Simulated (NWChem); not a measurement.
Molecule: C2H4BrCl; SMILES C[C@@H](Cl)Br

Computed with NWChem. All runs use the structure optimised with PBE0/def2-SVP. Level: M06-2X/def2-SVP with SMD (1 M gas to 1 M solution), gas-phase geometry.

```
solvent                dielectric constant  solvation free energy (kcal/mol)  cavity-dispersion-structure term (kcal/mol)  dipole in solution (D)
---------------------  -------------------  --------------------------------  -------------------------------------------  ----------------------
water                                 78.4                              -1.7                                          1.2                    2.63
toluene                               2.37                              -5.2                                         -3.6                    2.35
n-hexane                              1.88                              -4.8                                         -3.5                    2.28
N,N-dimethylformamide                 37.2                              -5.2                                         -2.3                    2.62
ethyl acetate                         5.99                              -5.4                                         -3.0                    2.51
```
